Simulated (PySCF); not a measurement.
## Calculated data, BClH2OSi, BH4O2Si, AlB2H4O, CH5OSi2 and others

Calculation on a computer-drawn molecule: optimised geometry and harmonic frequencies of an isolated molecule of the commonest isotopes, restricted reference for singlets and unrestricted otherwise, frozen core in MP2. Program: PySCF 2.14.0.

```yaml
- entry: 1
  formula: BClH2OSi
  start_structure:
    atoms_angstrom:
      - [O, -2.8237, 0.4343, 0.0364]
      - [B, -1.9557, -0.2671, 0.777]
      - [Si, -1.2697, -0.2006, 2.7112]
      - [Cl, -1.0785, -1.5852, -0.0872]
      - [H, -3.2694, 1.1266, 0.5012]
      - [H, -2.2777, -1.24, 3.1589]
  given:
    charge: 0
    multiplicity: 1
    method: MP2
    basis: "cc-pV(D+d)Z"
    drawn_bonds_atom: [1, 2, 2, 1, 3]
    drawn_bonds_other_atom: [2, 3, 4, 5, 6]
    drawn_bonds_order: [1, 1, 1, 1, 1]
  results:
    optimised_atom_element: [O, B, Si, Cl, H, H]
    "optimised_atom_x [angstrom]": [-2.866, -2.026, -1.163, -1.078, -3.31, -2.232]
    "optimised_atom_y [angstrom]": [0.4489, -0.182, -0.2951, -1.582, 1.181, -1.303]
    "optimised_atom_z [angstrom]": [-0.02108, 0.8303, 2.649, 0.1652, 0.4309, 3.043]
    "modes_frequency [cm^-1]": [96.35, 303.7, 314.7, 481.3, 515.8, 571.1, 685.6, 735.2, 1093, 1380, 2104, 3852]
    "modes_reduced_mass [dalton]": [15.17, 2.259, 7.421, 1.169, 11.12, 1.121, 1.817, 2.815, 1.35, 11.03, 1.041, 1.066]
    "rotational_constants [GHz]": [5.302, 3.77, 2.248]
    "total_energy [hartree]": -849.6701
    "convergence_status_largest_gradient_component [hartree/bohr]": 1.844e-05
- entry: 2
  formula: BH4O2Si
  start_structure:
    atoms_angstrom:
      - [O, 1.0957, 1.8264, 0.3169]
      - [B, 0.2847, 1.1339, -0.4993]
      - [O, 0.5052, -0.0767, -0.9173]
      - [Si, 1.2509, -1.4747, -0.9398]
      - [H, 1.8817, 1.3069, 0.6105]
      - [H, -0.7114, 1.7527, -0.825]
      - [H, 2.0689, -1.7744, 0.2611]
      - [H, 0.2175, -2.5171, -1.2038]
  given:
    charge: 0
    multiplicity: 2
    method: HF
    basis: "cc-pV(D+d)Z"
    drawn_bonds_atom: [1, 2, 3, 1, 2, 4, 4]
    drawn_bonds_other_atom: [2, 3, 4, 5, 6, 7, 8]
    drawn_bonds_order: [1, 1, 1, 1, 1, 1, 1]
  results:
    optimised_atom_element: [O, B, O, Si, H, H, H, H]
    "optimised_atom_x [angstrom]": [1.1, 0.2764, 0.3245, 1.201, 1.715, -0.5303, 2.226, 0.281]
    "optimised_atom_y [angstrom]": [1.632, 1.191, -0.07618, -1.473, 0.9921, 1.958, -1.436, -2.611]
    "optimised_atom_z [angstrom]": [0.4373, -0.5402, -1.043, -1.045, 0.7654, -0.9728, 0.03337, -0.8313]
    "modes_frequency [cm^-1]": [73.46, 111.0, 126.0, 539.3, 626.6, 737.8, 779.8, 879.5, 993.6, 1005, 1101, 1226, 1269, 1453, 2256, 2312, 2767, 4156]
    "modes_reduced_mass [dalton]": [1.143, 4.074, 2.675, 3.512, 1.251, 3.957, 1.246, 1.192, 1.557, 1.065, 1.484, 1.314, 3.844, 6.194, 1.038, 1.046, 1.096, 1.066]
    "rotational_constants [GHz]": [19.25, 3.295, 2.853]
    "total_energy [hartree]": -465.7829
    spin_squared: 0.753
    "convergence_status_largest_gradient_component [hartree/bohr]": 2.922e-05
- entry: 3
  formula: AlB2H4O
  start_structure:
    atoms_angstrom:
      - [O, 1.8976, 0.3244, 2.5124]
      - [B, 1.1012, -0.6667, 2.1495]
      - [B, -0.0996, -0.6363, 1.1439]
      - [Al, -0.4506, 1.1594, 0.1844]
      - [H, 1.7327, 1.1954, 2.067]
      - [H, 1.3599, -1.6999, 2.7529]
      - [H, -1.0291, -1.4529, 0.7334]
      - [H, -0.6801, 2.5565, -0.4532]
  given:
    charge: 0
    multiplicity: 2
    method: HF
    basis: "cc-pV(D+d)Z"
    drawn_bonds_atom: [1, 2, 3, 1, 2, 3, 4]
    drawn_bonds_other_atom: [2, 3, 4, 5, 6, 7, 8]
    drawn_bonds_order: [1, 1, 1, 1, 1, 1, 1]
  results:
    optimised_atom_element: [O, B, B, Al, H, H, H, H]
    "optimised_atom_x [angstrom]": [1.89, 1.312, -0.2183, -0.6767, 1.358, 1.996, -1.167, -0.6616]
    "optimised_atom_y [angstrom]": [-0.01869, -0.5506, -0.1778, 1.516, 0.6112, -1.36, -0.8703, 1.63]
    "optimised_atom_z [angstrom]": [3.018, 1.911, 1.266, 0.06393, 3.479, 1.329, 1.547, -1.523]
    "modes_frequency [cm^-1]": [90.02, 163.7, 220.6, 363.7, 386.2, 484.9, 616.9, 723.1, 756.9, 881.2, 995.1, 1071, 1244, 1393, 1939, 2632, 2650, 4164]
    "modes_reduced_mass [dalton]": [4.793, 1.839, 1.417, 1.703, 1.221, 3.588, 1.387, 1.838, 1.25, 2.403, 1.643, 1.166, 1.436, 5.036, 1.045, 1.087, 1.091, 1.067]
    "rotational_constants [GHz]": [17.98, 2.216, 2.096]
    "total_energy [hartree]": -368.4538
    spin_squared: 0.8045
    "convergence_status_largest_gradient_component [hartree/bohr]": 1.786e-05
- entry: 4
  formula: CH5OSi2
  start_structure:
    atoms_angstrom:
      - [O, 2.0413, -0.0693, -1.0438]
      - [C, 1.5218, -1.2011, -0.5078]
      - [Si, -0.1755, -1.6304, 0.1364]
      - [Si, -1.7879, 0.0076, 0.1069]
      - [H, 1.3973, 0.5989, -1.1091]
      - [H, 2.3279, -1.9655, -0.4446]
      - [H, -0.2525, -2.9239, 0.6149]
      - [H, -3.1648, -0.243, 0.6382]
      - [H, -1.5808, 1.2914, -0.435]
  given:
    charge: 1
    multiplicity: 1
    method: HF
    basis: "cc-pV(D+d)Z"
    drawn_bonds_atom: [1, 2, 3, 1, 2, 3, 4, 4]
    drawn_bonds_other_atom: [2, 3, 4, 5, 6, 7, 8, 9]
    drawn_bonds_order: [1, 2, 1, 1, 1, 1, 1, 1]
  results:
    optimised_atom_element: [O, C, Si, Si, H, H, H, H, H]
    "optimised_atom_x [angstrom]": [1.894, 1.456, -0.2849, -1.648, 1.226, 2.282, -0.2759, -3.009, -1.314]
    "optimised_atom_y [angstrom]": [-0.06346, -1.122, -1.728, -0.05969, 0.5391, -1.77, -2.974, -0.2201, 1.263]
    "optimised_atom_z [angstrom]": [-0.9909, -0.4448, -0.1851, 0.1621, -1.308, -0.152, 0.5811, 0.6771, -0.3834]
    "modes_frequency [cm^-1]": [73.54, 126.4, 246.0, 376.8, 414.0, 534.2, 579.5, 604.8, 680.4, 701.4, 790.0, 1011, 1091, 1322, 1515, 1613, 2382, 2417, 2426, 3309, 4033]
    "modes_reduced_mass [dalton]": [2.552, 3.346, 1.217, 2.25, 1.186, 1.618, 2.358, 1.816, 1.972, 1.551, 1.239, 1.086, 1.176, 1.129, 1.984, 2.351, 1.031, 1.044, 1.053, 1.09, 1.067]
    "rotational_constants [GHz]": [8.008, 2.59, 1.986]
    "total_energy [hartree]": -693.1752
    "convergence_status_largest_gradient_component [hartree/bohr]": 9.339e-06
- entry: 5
  formula: C2H7OSi
  start_structure:
    atoms_angstrom:
      - [O, 0.2003, -1.7646, 1.9767]
      - [C, -0.633, -2.4624, 1.0707]
      - [C, 0.2088, -2.728, -0.0858]
      - [Si, 1.3098, -1.2959, -0.3408]
      - [H, -0.3627, -1.4958, 2.8077]
      - [H, -1.0944, -3.3785, 1.5663]
      - [H, -1.4996, -1.86, 0.7925]
      - [H, -0.4324, -3.0151, -0.9609]
      - [H, 0.8345, -3.6853, 0.1218]
      - [H, 2.1707, -1.4049, -1.5627]
      - [H, 0.6014, 0.0248, -0.4069]
  given:
    charge: 0
    multiplicity: 2
    method: HF
    basis: "cc-pV(D+d)Z"
    drawn_bonds_atom: [1, 2, 3, 1, 2, 2, 3, 3, 4, 4]
    drawn_bonds_other_atom: [2, 3, 4, 5, 6, 7, 8, 9, 10, 11]
    drawn_bonds_order: [1, 1, 1, 1, 1, 1, 1, 1, 1, 1]
  results:
    spin_squared: null
- entry: 6
  formula: CH5BFO
  start_structure:
    atoms_angstrom:
      - [O, 1.0261, -0.496, -3.1359]
      - [C, 0.5028, 0.2816, -2.049]
      - [B, -0.5449, -0.5283, -1.0048]
      - [F, -1.0365, 0.4477, -0.0257]
      - [H, 1.5661, 0.1289, -3.7187]
      - [H, 1.2949, 0.7876, -1.4]
      - [H, -0.1836, 1.0479, -2.5395]
      - [H, 0.1556, -1.3685, -0.4056]
      - [H, -1.4342, -1.031, -1.5494]
  given:
    charge: -1
    multiplicity: 1
    method: HF
    basis: aug-cc-pVDZ
    drawn_bonds_atom: [1, 2, 3, 1, 2, 2, 3, 3]
    drawn_bonds_other_atom: [2, 3, 4, 5, 6, 7, 8, 9]
    drawn_bonds_order: [1, 1, 1, 1, 1, 1, 1, 1]
  results:
    "total_energy [hartree]": null
    "rotational_constants [GHz]": null
```

To be estimated
1. What spin squared does the calculation give for C2H7OSi (entry 5)?
2. Give the table of modes values for C2H7OSi (entry 5).
3. Estimate the total energy of CH5BFO (entry 6).
4. Give the missing rotational constants for CH5BFO (entry 6).

Answers
1. 0.7536
2. 
Modes:
```tsv
frequency (cm⁻¹)	reduced mass (dalton)
112.9	2.573
174.9	1.242
227.5	2.116
325.9	1.15
462.4	1.932
630.7	1.837
652.7	1.355
744.5	1.566
884.8	1.606
1000	1.064
1006	1.909
1076	1.287
1199	4.241
1229	1.148
1319	1.308
1393	1.355
1416	1.207
1540	1.101
1574	1.409
1638	1.092
2269	1.031
2279	1.051
3145	1.057
3171	1.076
3182	1.094
3220	1.102
4154	1.067
```
3. -239.8304 hartree
4. 28.28, 3.5, 3.263 GHz

Further results for C2H7OSi (entry 5):

```
rotational constants                          : 11.63, 3.424, 2.902 GHz
total energy                                  : -443.5701 hartree
convergence status largest gradient component : 2.03e-05 hartree/bohr
```

Optimised structure:
```xyz
11
C2H7OSi
O      0.0970    -1.9310     2.2034
C     -0.6627    -2.4272     1.1311
C      0.2846    -2.7149    -0.0238
Si     1.3973    -1.2402    -0.4745
H     -0.4755    -1.6808     2.9126
H     -1.1941    -3.3393     1.4254
H     -1.4156    -1.6939     0.8205
H     -0.2942    -3.0057    -0.9071
H      0.9235    -3.5668     0.2283
H      2.0415    -1.4794    -1.7936
H      0.6016     0.0135    -0.5438
```

Further results for CH5BFO (entry 6):

```
convergence status largest gradient component : 4.043e-05 hartree/bohr
```

Optimised structure:
```xyz
9
CH5BFO
O      1.0214    -0.4939    -3.0791
C      0.4448     0.3270    -2.0441
B     -0.4920    -0.5337    -1.0109
F     -1.0054     0.4360    -0.0196
H      1.5470     0.0488    -3.6391
H      1.2595     0.8221    -1.4938
H     -0.1480     1.1244    -2.5178
H      0.1739    -1.4051    -0.4194
H     -1.4547    -1.0558    -1.6049
```

Modes:
```tsv
frequency (cm⁻¹)	reduced mass (dalton)
127.7	3.19
253.5	3.803
286	1.078
412	8.07
690.3	1.089
852.9	5.083
901.4	3.043
1013	1.18
1072	5.226
1106	1.592
1199	1.247
1280	1.181
1288	1.141
1321	1.086
1483	1.463
1584	1.074
2270	1.106
2321	1.048
3061	1.054
3077	1.106
4178	1.067
```
